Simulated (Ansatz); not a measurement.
Relaxation of Cl5FH2OW (10 atoms, charge 0, multiplicity 1), to a largest force component of 0.03 eV/Å in at most 50 steps.

The calculation used Ansatz, RKS PBE/def2-SVP.

```xyz
10
Properties=species:S:1:pos:R:3:forces:R:3
W 0.305 0.275 -0.292 0.50 0.39 -0.01
F -0.415 -0.155 2.657 -0.42 -0.35 0.36
Cl 2.501 0.131 -1.235 0.06 -0.01 -0.05
Cl 0.123 2.515 -0.993 -0.01 0.00 -0.01
Cl -1.918 0.408 0.293 -0.01 0.00 0.01
Cl 0.404 -1.925 0.390 -0.02 -0.04 0.02
Cl -0.294 -0.370 -2.433 0.01 -0.02 -0.02
O 1.361 0.945 1.169 -0.50 -0.26 -0.21
H 2.291 1.235 1.078 0.03 0.01 -0.10
H 0.194 0.469 2.978 0.36 0.29 0.02
```

**Question.** Where does it end, and by what steps?

**Answer.** The run converged. After 10 steps the energy has fallen by 0.333 eV; F2 moved furthest, 0.71 Å.

```
step  energy less start (eV)  largest force component (eV/Å)  accepted
   0                  0.0000                           0.498       yes
   1                 -0.1018                           0.975       yes
   2                 -0.1552                           1.710       yes
   3                 -0.2689                           0.263       yes
   4                 -0.2909                           0.265       yes
   5                 -0.2774                           0.951        no
   6                 -0.3174                           0.166       yes
   7                 -0.3255                           0.364       yes
   8                 -0.3315                           0.145       yes
   9                 -0.3312                           0.056        no
  10                 -0.3329                           0.027       yes
```

```xyz
10
Properties=species:S:1:pos:R:3
W 0.332 0.284 -0.484
F -0.299 0.065 3.325
Cl 2.583 0.239 -1.172
Cl 0.146 2.501 -1.183
Cl -1.771 0.416 0.427
Cl 0.435 -1.954 0.120
Cl -0.288 -0.361 -2.614
O 1.098 0.842 1.199
H 2.054 1.024 1.310
H 0.262 0.473 2.684
```

Whether the end is a true minimum wasn't checked by a vibrational analysis.

Time of the run: 28 s on 4 threads of Intel(R) Xeon(R) CPU @ 2.60GHz (Ice Lake), on a shared host, peak memory 0.3 GiB.
